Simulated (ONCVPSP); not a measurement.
cobalt (Co): variants of one ONCV potential

Base potential:

```
Element                 : Co
Generator               : ONCVPSP 4.0.1
Type                    : optimised norm-conserving Vanderbilt (ONCV)
Functional              : PBEsol
Relativity              : scalar-relativistic
Frozen core             : [Ar]
Valence charge          : 9
Reference configuration : 3d7 4s1.5 4p0.5
Partial waves           : 4s: rc 1.70 bohr, ncon 3, nbas 6, qcut 3.6 1/bohr, 2 projectors, debl 0.9 Ha; 4p: rc 2.95 bohr, ncon 3, nbas 7, qcut 2.6 1/bohr, 2 projectors, debl 3.7 Ha; 3d: rc 0.95 bohr, ncon 4, nbas 9, qcut 16.4 1/bohr, local; f scattering state at 0.09 Ha: rc 2.75 bohr, ncon 3, nbas 8, qcut 3.5 1/bohr, 1 projector
Local potential         : the d channel
Core correction         : polynomial model core, fcfact 0.35
```

Cutoffs, loose and tight: the cutoffs (Ha) at which the residual kinetic energy of the hardest occupied pseudo-wave falls to 1 and 0.1 mHa per electron. They do not see the model core or the augmentation charge, which bear on the density cutoff. Test errors are all-electron minus pseudo excitation energies from the reference, over the configurations 3d7 4s2 4p0; 3d7 4s1 4p0; 3d7 4s0 4p0; 3d6 4s0 4p0. A dash means not determined; rows that change the core or the reference have their own tests. The largest error is taken over the tests solved by every variant that gives reliable tests at all: 3d7 4s0 4p0; 3d7 4s1 4p0; 3d7 4s2 4p0.

A true bound ghost makes a file unfit for plane-wave use even where its test errors are small: the radial tests pick states by their node count and pass the ghost by.

```csv
change,outcome,"cutoff, loose","cutoff, tight",bound ghosts,GHOST(+) flags above zero,largest test error (meV)
base,generated,101 Ha,116 Ha,"s, p","s, f",-54
s: rc 1.24,"failed: ERROR pspot: first pseudo wave function has node, program will stop",–,–,–,–,–
s: rc 1.66,generated,101 Ha,116 Ha,"s, p","s, f",-53
s: rc 2.02,generated,101 Ha,116 Ha,"s, p","s, f",-53
s: rc 2.16,generated,101 Ha,116 Ha,"s, p","s, f",-53
s: rc 2.5,generated,101 Ha,116 Ha,"s, p","s, f",-57
```

What comes out with this change to the base: s: rc 1.5?

outcome: generated; cutoff, loose: 101 Ha; cutoff, tight: 116 Ha; bound ghosts: s, p; GHOST(+) flags above zero: s, f; largest test error (meV): -43.

Reading the sweep of the s radius (base included, trends over the rows without a ghost): Bound ghosts are found at 1.5, 1.66, 1.7, 2.02, 2.16, 2.5 bohr. Every judged row has one, so this setting neither creates nor removes them. The generation fails at 1.24 bohr.
